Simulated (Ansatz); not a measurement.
A short molecular-dynamics run on the cluster VO₃ (the lowest doublet isomer of a short search).

```yaml
crystal:
  periodic: [false, false, false]
  atoms:
    - {symbol: V, position_ang: [-0.408363, -0.232909, 0.427982]}
    - {symbol: O, position_ang: [1.179862, -0.491861, -0.353133]}
    - {symbol: O, position_ang: [-1.803418, -0.081065, -0.287384]}
    - {symbol: O, position_ang: [1.031919, 0.805835, 0.212545]}
basis:
  gaussian: {orbitals: def2-SVP}
magnetization: {spin_polarized: true, initial_magnetization: 1}
hamiltonian: {xc: {name: r2SCAN}, dispersion: d3bj}
md: {timestep: 1 fs, n_steps: 15, ensemble: nve, temperature: 1000, initial_velocities: maxwell_boltzmann, seed: 223}
scf: {omitted_lower_state_checks: [starts]}
```

```sh
$ ansatz run in.yaml --threads 4 --pin off --events-out ev --progress --plain --max-ram 3916MiB
```

```csv
step,time (fs),potential energy (eV),kinetic (eV),T (K),conserved (eV)
0,0.0,-31816.1706,0.2585,1000,-31815.9121
1,1.0,-31816.1683,0.2563,991,-31815.9121
2,2.0,-31816.1598,0.2478,959,-31815.9120
3,3.0,-31816.1460,0.2341,905,-31815.9119
4,4.0,-31816.1283,0.2165,837,-31815.9118
5,5.0,-31816.1083,0.1967,761,-31815.9117
6,6.0,-31816.0878,0.1762,682,-31815.9116
7,7.0,-31816.0683,0.1568,606,-31815.9115
8,8.0,-31816.0509,0.1394,539,-31815.9115
9,9.0,-31816.0365,0.1251,484,-31815.9114
10,10.0,-31816.0256,0.1142,442,-31815.9114
11,11.0,-31816.0181,0.1067,413,-31815.9114
12,12.0,-31816.0138,0.1023,396,-31815.9115
13,13.0,-31816.0120,0.1004,389,-31815.9115
14,14.0,-31816.0119,0.1003,388,-31815.9116
15,15.0,-31816.0128,0.1012,391,-31815.9116
```

Velocities are drawn at the set temperature; a run this short doesn't reach equilibrium.

Frames (Å, forces in eV/Å):

```xyz
4
time=0.0 fs
V    -0.408   -0.233    0.428   -0.152   -0.187    0.385
O     1.180   -0.492   -0.353    0.226   -0.408   -0.302
O    -1.803   -0.081   -0.287   -0.192    0.061   -0.189
O     1.032    0.806    0.213    0.118    0.534    0.106
4
time=1.0 fs
V    -0.410   -0.233    0.427   -0.301   -0.074    0.086
O     1.189   -0.488   -0.350    0.094   -0.526   -0.295
O    -1.815   -0.081   -0.286    0.219    0.011    0.020
O     1.039    0.804    0.211   -0.013    0.588    0.188
4
time=2.0 fs
V    -0.411   -0.234    0.426   -0.429    0.037   -0.197
O     1.198   -0.485   -0.348   -0.036   -0.630   -0.282
O    -1.827   -0.081   -0.284    0.608   -0.036    0.215
O     1.046    0.802    0.209   -0.143    0.629    0.264
4
time=3.0 fs
V    -0.412   -0.234    0.425   -0.529    0.143   -0.455
O     1.208   -0.482   -0.345   -0.164   -0.718   -0.264
O    -1.839   -0.082   -0.283    0.963   -0.079    0.388
O     1.052    0.800    0.208   -0.270    0.655    0.331
4
time=4.0 fs
V    -0.414   -0.234    0.425   -0.593    0.241   -0.683
O     1.217   -0.480   -0.343   -0.289   -0.786   -0.241
O    -1.849   -0.082   -0.281    1.274   -0.117    0.536
O     1.059    0.799    0.207   -0.392    0.662    0.388
4
time=5.0 fs
V    -0.416   -0.235    0.424   -0.620    0.331   -0.877
O     1.226   -0.478   -0.341   -0.409   -0.832   -0.212
O    -1.859   -0.082   -0.278    1.536   -0.148    0.657
O     1.065    0.799    0.206   -0.507    0.650    0.433
4
time=6.0 fs
V    -0.417   -0.235    0.422   -0.606    0.410   -1.036
O     1.235   -0.476   -0.339   -0.524   -0.854   -0.177
O    -1.869   -0.083   -0.276    1.743   -0.173    0.748
O     1.071    0.799    0.205   -0.613    0.617    0.465
4
time=7.0 fs
V    -0.419   -0.235    0.421   -0.552    0.479   -1.158
O     1.243   -0.475   -0.337   -0.634   -0.852   -0.136
O    -1.877   -0.083   -0.273    1.896   -0.191    0.809
O     1.077    0.799    0.205   -0.710    0.564    0.484
4
time=8.0 fs
V    -0.421   -0.235    0.419   -0.458    0.536   -1.242
O     1.251   -0.475   -0.335   -0.737   -0.827   -0.091
O    -1.884   -0.084   -0.269    1.992   -0.203    0.842
O     1.082    0.799    0.205   -0.796    0.493    0.491
4
time=9.0 fs
V    -0.423   -0.235    0.417   -0.326    0.582   -1.290
O     1.259   -0.475   -0.334   -0.833   -0.781   -0.042
O    -1.889   -0.085   -0.265    2.031   -0.207    0.845
O     1.087    0.800    0.205   -0.871    0.406    0.487
4
time=10.0 fs
V    -0.425   -0.235    0.415   -0.156    0.615   -1.301
O     1.266   -0.475   -0.332   -0.922   -0.716    0.009
O    -1.894   -0.085   -0.261    2.013   -0.205    0.821
O     1.091    0.801    0.205   -0.935    0.306    0.471
4
time=11.0 fs
V    -0.428   -0.235    0.413    0.050    0.637   -1.277
O     1.272   -0.476   -0.330   -1.002   -0.637    0.060
O    -1.897   -0.086   -0.255    1.940   -0.197    0.770
O     1.095    0.802    0.206   -0.988    0.197    0.448
4
time=12.0 fs
V    -0.430   -0.235    0.410    0.291    0.646   -1.219
O     1.278   -0.477   -0.328   -1.074   -0.548    0.110
O    -1.899   -0.088   -0.250    1.813   -0.182    0.693
O     1.098    0.803    0.207   -1.030    0.084    0.417
4
time=13.0 fs
V    -0.432   -0.234    0.407    0.564    0.644   -1.130
O     1.284   -0.479   -0.327   -1.136   -0.454    0.156
O    -1.900   -0.089   -0.244    1.633   -0.161    0.593
O     1.100    0.805    0.208   -1.061   -0.029    0.381
4
time=14.0 fs
V    -0.434   -0.234    0.404    0.867    0.630   -1.011
O     1.288   -0.481   -0.325   -1.188   -0.358    0.198
O    -1.901   -0.090   -0.238    1.404   -0.135    0.471
O     1.102    0.806    0.210   -1.082   -0.137    0.342
4
time=15.0 fs
V    -0.436   -0.233    0.401    1.193    0.606   -0.866
O     1.292   -0.483   -0.323   -1.230   -0.265    0.233
O    -1.900   -0.091   -0.231    1.130   -0.104    0.331
O     1.103    0.807    0.211   -1.093   -0.236    0.302
```

Hardware: 4 threads of Arm Neoverse V2 on a shared host. Wall time 42 s.
